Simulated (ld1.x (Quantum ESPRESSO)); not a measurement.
## selenium (Se): variants of one TM potential

Base potential:

Se (Z = 34), norm-conserving Troullier–Martins (Kleinman–Bylander form), made with ld1.x (Quantum ESPRESSO) 7.5 (LDA (PZ), scalar-relativistic). Core [Ar] 3d10, reference 4s2 4p4. Waves: 4s (bound): rc 1.55 bohr; 4p (bound): rc 1.25 bohr. Local part: all-electron potential smoothed inside 1.10 bohr (lloc = -1). Core correction: none.

All-electron outer shells of the reference configuration (LDA (PZ), scalar-relativistic, ld1.x):

| shell | level (eV) | outermost node (bohr) | outermost maximum (bohr) |
| --- | --- | --- | --- |
| 3p | -152.70 | 0.21 | 0.50 |
| 3d | -53.39 | – | 0.45 |
| 4s | -17.49 | 0.70 | 1.51 |
| 4p | -6.66 | 0.74 | 1.80 |

Cutoffs, loose and tight: the cutoffs (Ry, on a coarse ladder) from which the occupation-weighted sum of valence levels, in a spherical-Bessel basis at the reference potential, stays within 10 and 1 mRy of its value at 400 Ry. They do not see the model core or the augmentation charge, which bear on the density cutoff. Test errors are all-electron minus pseudo excitation energies from the reference, over the configurations 4s2 4p3; 4s2 4p2; 4s2 4p1; 4s0 4p6; 4s1 4p4; 4s1 4p5; 4s2 4p4.3 (two spin-polarised tests are not counted in the largest error). A dash means not determined; rows that change the core or the reference have their own tests.

A true bound ghost makes a file unfit for plane-wave use even where its test errors are small: the radial tests pick states by their node count and pass the ghost by.

```tsv
change	outcome	cutoff, loose	cutoff, tight	bound ghosts	largest test error (meV)
base	generated	80 Ry	160 Ry	s	+73
core correction a·sin(br)/r model core inside 0.68 bohr	generated	80 Ry	160 Ry	s	-47
core correction a·sin(br)/r model core inside 0.84 bohr	generated	80 Ry	160 Ry	s	-47
core correction a·sin(br)/r model core inside 1.08 bohr	generated	80 Ry	160 Ry	s	-46
core correction a·sin(br)/r model core inside 1.20 bohr	generated	80 Ry	160 Ry	s	-44
```

Q: What comes out with this change to the base: core correction a·sin(br)/r model core inside 1.48 bohr?

A: outcome: generated; cutoff, loose: 80 Ry; cutoff, tight: 160 Ry; bound ghosts: s; largest test error (meV): -31.
